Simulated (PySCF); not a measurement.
# Unknown compound

An unknown has the formula C₅H₂F₆O. Its calculated NMR data are:

¹H NMR (400 MHz, computed): δ 3.17 (m, 1H), 3.05 (m, 1H).

¹³C{¹H} NMR (computed): δ 170.4 (C), 134.7 (C), 132.4 (C), 53.7 (C), 47.1 (CH2).

Computed data (PySCF 2.14): GFN2-xTB structure, shielding tensors at PBE0/pcSseg-1 (GIAO). Non-relativistic Hamiltonian, single conformer, in vacuum, averaged over atoms made equivalent by symmetry, fast rotation or ring inversion.

Referencing at the same level of theory: TMS for ¹H (σref 31.72), ¹³C (σref 186.93).

**Question.** What is the structure?

**Answer.** 
- Rings plus π bonds: 2 (1 ring in the answer).
- 5 carbon signals for 5 carbons: no two carbons are equivalent.
- Carbon types of the structure: 4 × C, 1 × CH2, which accounts for all hydrogens.
- δC 170.4, 134.7: fully substituted alkene carbon.
- δC 132.4: CF3 carbon; 3 electronegative neighbours deshield it.
- δC 53.7, 47.1: epoxide ring carbon; pulled downfield by the heteroatom.
- δH 3.17, 3.05: hydrogen on an epoxide ring carbon; its carbon carries O, hence the downfield position.

These data were computed for `FC(F)=C(F)[C@]1(C(F)(F)F)CO1`.

The data come from this structure; uniqueness wasn't tested.

Splittings by ¹⁹F in the carbon and heteronuclear signals aren't shown, as no couplings were computed. Shifts are as computed. Against solution values, carbons near 30 ppm lie about +3 ppm off and those near 130 ppm about +5 ppm. Of 1211 compounds with measured shifts, 218 miss one by over three times the rms of a fit or turn the order of signals round; such compounds aren't used in these exercises. Multiplicities follow the n + 1 count of equivalent neighbours, as no J values were calculated; m marks all less simple cases, F and P coupling included.
